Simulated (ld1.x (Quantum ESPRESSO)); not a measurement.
**Varying the RRKJ potential for Pr (Z = 59)**

Base potential:

| Quantity | Value |
| --- | --- |
| Element | Pr |
| Generator | ld1.x (Quantum ESPRESSO) 7.5 |
| Type | norm-conserving RRKJ (Kleinman–Bylander form) |
| Functional | PBE |
| Relativity | scalar-relativistic |
| Frozen core | [Kr] 4d10 |
| Valence charge | 13 |
| Reference configuration | 4f3 5s2 5p6 5d0 6s0 6p0 (charge +2) |
| Partial waves | 5p (bound): rc 2.70 bohr; 5d (bound, empty): rc 2.70 bohr; 4f (bound): rc 1.75 bohr; 5s (bound): rc 2.55 bohr |
| Local potential | the s channel |
| Core correction | none |
| rho0 | 0.02 |

All-electron outer shells of the reference configuration (PBE, scalar-relativistic, ld1.x):

```tsv
shell	level (eV)	outermost node (bohr)	outermost maximum (bohr)
4p	-227.82	0.32	0.60
4d	-123.11	0.30	0.64
5s	-51.77	0.74	1.35
5p	-34.14	0.79	1.53
4f	-13.84	–	0.69
5d	-13.50	0.90	2.14
6s	-13.19	1.79	3.40
6p	-9.52	2.10	4.10
```

Cutoffs, loose and tight: the cutoffs (Ry, on a coarse ladder) from which the occupation-weighted sum of valence levels, in a spherical-Bessel basis at the reference potential, stays within 10 and 1 mRy of its value at 400 Ry. They do not see the model core or the augmentation charge, which bear on the density cutoff. Test errors are all-electron minus pseudo excitation energies from the reference, over the configurations 4f3 5s2 5p6 5d0 6s2 6p0; 4f3 5s2 5p6 5d0 6s1 6p0; 4f2 5s2 5p6 5d0 6s0 6p0; 4f3 5s2 5p6 5d0 6s0 6p1; 4f3 5s2 5p5 5d0 6s2 6p0; 4f2 5s2 5p6 5d0 6s2 6p0; 4f3 5s1 5p6 5d0 6s2 6p0. A dash means not determined; rows that change the core or the reference have their own tests. The largest error is taken over the tests solved by every variant that gives reliable tests at all: 4f2 5s2 5p6 5d0 6s0 6p0; 4f2 5s2 5p6 5d0 6s2 6p0; 4f3 5s1 5p6 5d0 6s2 6p0; 4f3 5s2 5p5 5d0 6s2 6p0; 4f3 5s2 5p6 5d0 6s0 6p1; 4f3 5s2 5p6 5d0 6s1 6p0.

```csv
change,outcome,"cutoff, loose","cutoff, tight",bound ghosts,largest test error (meV)
base,generated,80 Ry,100 Ry,none,+5279
wave 5d (bound): rc 2.70 bohr becomes 5d (bound): rc 3.16 bohr,generated,80 Ry,100 Ry,none,+5279
reference 4f3 5s2 5p6 5d0 6s2 6p0,failed: the pseudo-atom did not reach self-consistency,–,–,–,–
core correction a·sin(br)/r model core inside 1.80 bohr,generated,80 Ry,100 Ry,none,+5247
```

Question: What comes out with this change to the base: wave 5s (bound): rc 2.55 bohr becomes 5s (bound): rc 1.74 bohr?

Answer: outcome: generated; cutoff, loose: 80 Ry; cutoff, tight: 110 Ry; bound ghosts: none; largest test error (meV): +787.

Question: What comes out with this change to the base: wave 4f (bound): rc 1.75 bohr becomes 4f (bound): rc 2.58 bohr?

Answer: outcome: generated; cutoff, loose: 35 Ry; cutoff, tight: 50 Ry; bound ghosts: none; largest test error (meV): +5514.

Question: What comes out with this change to the base: all radii scaled by about 0.75 (s 1.92, p 2.02, d 2.02, f 1.32 bohr)?

Answer: outcome: generated; cutoff, loose: 120 Ry; cutoff, tight: 180 Ry; bound ghosts: none; largest test error (meV): +915.
